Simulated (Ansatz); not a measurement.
Total energies of CH₅InO₃, SMILES `C[O][In]([OH])[OH]`.

```xyz
10

C     1.670    0.717    0.452
O     0.419    0.537    1.063
In   -1.076   -0.317    0.101
O    -2.811   -0.564    0.987
O    -0.870   -0.940   -1.771
H     2.327    1.226    1.165
H     1.621    1.342   -0.451
H     2.154   -0.231    0.179
H    -3.442   -0.990    0.400
H     0.008   -0.780   -2.125
```

The species carries charge 0 and has multiplicity 1. Correlated methods include outer-core shells of In, which these sets cover unevenly. In takes the def2 core potential. The structure was optimised at the PBE0-D4/def2-TZVP level. It is one conformer, not always the lowest. Basis def2-TZVPP, Ansatz.

RPA on PBE orbitals: Hartree–Fock energy of these orbitals -454.63857 Eh, correlation -1.79762 Eh (frozen core).

```tsv
functional	energy without D4 (Eh)	D4 term (kJ/mol)
LDA (SPW92)	-454.75862	–
PBE	-456.78144	-16.3
revPBE	-457.03567	-45.6
BLYP	-456.97471	-34.8
r2SCAN	-457.00729	-4.1
B97M-V	-457.00021	–
PBE0	-456.77688	-13.9
B3LYP	-457.14049	-26.2
r2SCANh	-456.97474	-4.3
r2SCAN0	-456.92797	-4.8
HSE06 (plane-wave form)	-456.76325	-13.0
BHLYP	-456.84681	-21.5
CAM-B3LYP	-456.95644	-14.2
LC-ωPBE	-456.94717	–
ωB97X-V	-456.95986	–
ωB97M-V	-456.92775	–
B2PLYP	-456.67842	–
PBE-QIDH	-456.53979	–
```

B3LYP takes the VWN-RPA correlation (the form of Gaussian; ORCA's B3LYP/G). HSE06 is the plane-wave form, built on full-range PBE exchange. The double hybrids freeze the cores in their second-order part.

LC-ωPBE has ω = 0.4 bohr⁻¹.
